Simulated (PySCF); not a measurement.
C5H7F, SMILES C(=C\C=C/F)/C. Geometry: PBE-D3(BJ)/def2-SVP. The structure was generated by enumeration; whether it is a known compound was not checked. One conformer was computed; it need not be the lowest.

### Question
Give the equilibrium geometry at PBE-D3(BJ)/def2-SVP (PySCF confirms it by a frequency run) as bond lengths and angles, and its point group. (The exact figures need the calculation; the answer reports its results.)

### Answer
This is not unique; one that fits is point group Cs.
Atoms: C1 C2 C3 C4 C5 F6 H7 H8 H9 H10 H11 H12 H13. Bond lengths (Å): C1–C2 1.495, C1–H7 1.108, C1–H8 1.112, C1–H9 1.112, C2–C3 1.357, C2–H10 1.106, C3–C4 1.451, C3–H11 1.104, C4–C5 1.351, C4–H12 1.102, C5–F6 1.346, C5–H13 1.102. Angles (°): C2–C1–H7 111.9, C2–C1–H8 111.4, C2–C1–H9 111.4, H7–C1–H8 108.0, H7–C1–H9 108.0, H8–C1–H9 105.8, C1–C2–C3 125.2, C1–C2–H10 116.6, C3–C2–H10 118.1, C2–C3–C4 124.3, C2–C3–H11 119.1, C4–C3–H11 116.5, C3–C4–C5 125.0, C3–C4–H12 118.7, C5–C4–H12 116.3, C4–C5–F6 122.3, C4–C5–H13 125.1, F6–C5–H13 112.6.
Charge 0, spin multiplicity 1.
